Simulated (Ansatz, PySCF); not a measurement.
C2H9ClSi3, SMILES C=C(Cl)[SiH2][SiH2][SiH3].

Geometry: B3LYP-D3(BJ)/def2-SVP. The structure was generated by enumeration, and PubChem lists no compound with its InChIKey, so it may never have been made. The values are those of a single conformer.

Vertical ionisation energy (IE) and electron affinity (EA) in eV. Rows of orbital energies are one-electron estimates. Where ΔSCF, EOM or ADC give a negative EA the extra electron is unbound and the value depends on the basis.

```
level                                                                       IE     EA
------------------------------------------------------------------------  ----  -----
−ε(HOMO), −ε(LUMO), ωB97X/def2-TZVP (PySCF)                               9.82  -1.18
−ε(HOMO), −ε(LUMO), PBE/def2-TZVP (PySCF)                                 6.46   1.88
ΔSCF, CAM-B3LYP/def2-SVPD (Ansatz), final states of multiplicity 2 and 2     ?      ?
ΔSCF, PBE/def2-SVPD (Ansatz), final states of multiplicity 2 and 2        8.91  -0.47
```

**Question.** Complete the blanks. (An estimate is asked for; the answer gives what the named calculation found.)

**Answer.** 
- ΔSCF, CAM-B3LYP/def2-SVPD (Ansatz, an electronic-structure program), final states of multiplicity 2 and 2, IE: 9.48
- ΔSCF, CAM-B3LYP/def2-SVPD (Ansatz), final states of multiplicity 2 and 2, EA: -0.70

**Question.** What vertical singlet–triplet gap does ΔSCF give with CAM-B3LYP/def2-SVPD (Ansatz) and with PBE/def2-SVPD (Ansatz)? (Estimate from the structure and the level; the computed values follow.)

**Answer.** 3.94 and 3.90 eV (triplet above singlet where positive).
